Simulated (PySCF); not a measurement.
## [Tb(NH3)3]3+ at several levels of theory

Computed with PySCF 2.14.0 (density fitting, no spin-orbit coupling) at the geometry relaxed with PBE0:

```xyz
13
[Tb(NH3)3]3+ (singlet in the valence; each metal's 4f electrons, 8 of them, lie in its core potential, out of spins and levels)
Tb    0.0000    0.0000   -0.7310
N     2.2833   -0.0009    0.0381
H     2.4964   -0.6116    0.8485
H     2.9817   -0.3081   -0.6656
H     2.6573    0.9175    0.3403
N    -1.1409    1.9779    0.0381
H    -0.7186    2.4678    0.8485
H    -1.2240    2.7363   -0.6656
H    -2.1233    1.8425    0.3403
N    -1.1424   -1.9770    0.0381
H    -1.7779   -1.8562    0.8485
H    -1.7577   -2.4282   -0.6656
H    -0.5340   -2.7600    0.3403
```

```csv
level,basis,state,HOMO (eV),gap (eV),charge on Tb1 (e),population of f-type functions on Tb1 (polarisation alone where 4f lies in the core),dipole about the centre of mass (D),largest force component (eV/Å)
PBE0,"Tb lcecp-1-SVP with ECP54, N def2-SVP, H def2-SVP",singlet,-24.62,8.21,1.83,0.03,2.65,0.01
PBE,the same,singlet,-23.08,5.73,1.70,0.03,2.85,0.37
PBE0,"Tb lcecp-1-TZVP with ECP54, N def2-TZVP, H def2-TZVP",singlet,-24.53,8.23,2.07,0.04,2.66,0.37
```

In the lcecp rows the 4f levels are missing from HOMO and gap, and the state counts the valence alone.

Charges are Mulliken's, which hang on the basis. The relaxation used the grid (50, 194), these runs (75, 302) or, all-electron (x2c bases, spin-free X2C Hamiltonian), (99, 590).

Question: What does TPSS with Tb lcecp-1-SVP with ECP54, N def2-SVP, H def2-SVP give here?

Answer: state singlet, HOMO (eV) -23.19, gap (eV) 6.08, charge on Tb1 (e) 1.77, population of f-type functions on Tb1 (polarisation alone where 4f lies in the core) 0.03, dipole about the centre of mass (D) 2.74, largest force component (eV/Å) 0.27. Time: 14 s on 2 threads of Arm Neoverse V1, on a shared host, from an already converged density.

In the first row's basis the gap widens with exact exchange: 5.7 to 6.1 eV for PBE, TPSS (none); 8.2 eV for PBE0 (a fixed share).

A frequency check found unstable modes (3, the lowest at -38 cm⁻¹), so the relaxed geometry is a saddle point, or these are noise. An lcecp potential fixes the number of 4f electrons, so in runs with it no electron can move into or out of that shell.
